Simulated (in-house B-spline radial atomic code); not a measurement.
**RPA and G0W0 on r2SCAN: Ca III (Ca2+)**

Configuration [Ne] 3s2 3p6, mean-field start r2SCAN. Computed with an all-electron radial atomic-structure program (B-spline basis): all electrons, non-relativistic, point nucleus, each spin shell either full or empty, empty states to l = 9 with an (l + 1/2)⁻⁴ tail; G0W0 by contour deformation at full frequency.

Command:
```bash
python run_gw.py task.json out
```
Settings (radii: box in bohr, nucleus in fm):
```
Z                        20
electrons                18
configuration            [Ne] 3s2 3p6
hamiltonian              nr
method                   r2scan
lmax                     9
spin_polarised           False
box_radius               17.55
intervals                50
```

Cost of the run: 1.6 s on 1 thread of Arm Neoverse N1, with other jobs on the host.

Energies (hartree):

```csv
term,value
mean-field total,-676.88069
Hartree-Fock functional on these orbitals,-676.14847
direct second order,-1.3143
second-order exchange,0.4418
SOSEX correction,0.39952
```

What is the RPA correlation energy, and what remains with SOSEX?

RPA gives -1.1347 hartree (-1.72 eV per electron); RPA + SOSEX gives -0.73522, and the second-order doubles -0.87249 hartree (no singles). RPA lacks exchange-type terms and so overcorrelates at short range.

Quasi-particle levels (eV):

| level | occupied | mean field | Σx - vxc | Σc | QP weight | G0W0 |
| --- | --- | --- | --- | --- | --- | --- |
| 3p | yes | -43.76 | -7.18 | ? | ? | ? |
| 3d | no | -15.173 | 7.56 | -2.37 | 0.958 | -9.985 |

G0W0 = mean field + (Σx - vxc) + Σc, with Σc (partial-wave tail included) taken at the quasi-particle energy. Only the outer levels were computed. Levels of low weight are left out.

Where does G0W0 put 3p?

At -50.96 eV, with Σc = -0.02 eV and a quasi-particle weight of 0.930. The tabulated removal energy is 50.913 eV (NIST, measured); the calculation leaves out relativity, Breit and QED terms, and what these don't explain is the method's own error.
